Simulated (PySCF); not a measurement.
# Radial density of Cr⁺ (chromium, charge +1)

wB97M-V, [Ar] 3d4 4p1, one real determinant (an excited configuration). Calculation: PySCF 2.14, in aug-cc-pVDZ (7s6p4d2f, 59 functions); no relativity, point nucleus.

```csv
r (bohr),4πr²ρ (e/bohr),4πr²(ρα − ρβ)
0.000867,0.08442,0.0000
0.00146,0.2321,0.0000
0.00245,0.6262,0.0000
0.00413,1.635,0.0000
0.00694,4.042,0.0000
0.0117,9.118,0.0001
0.0196,17.65,0.0003
0.0330,26.61,0.0011
0.0556,27.56,0.0047
0.0935,21.91,0.0205
0.157,28.04,0.0922
0.264,27.60,0.4615
0.445,10.93,1.7394
0.748,13.27,3.1813
1.26,6.947,2.3074
2.12,1.154,0.8619
3.56,0.3566,0.3554
5.99,0.05601,0.0560
10.1,0.0007248,0.0007
```

⟨L²⟩ = 8.00 against 12 for a pure F term, so this real determinant mixes terms.
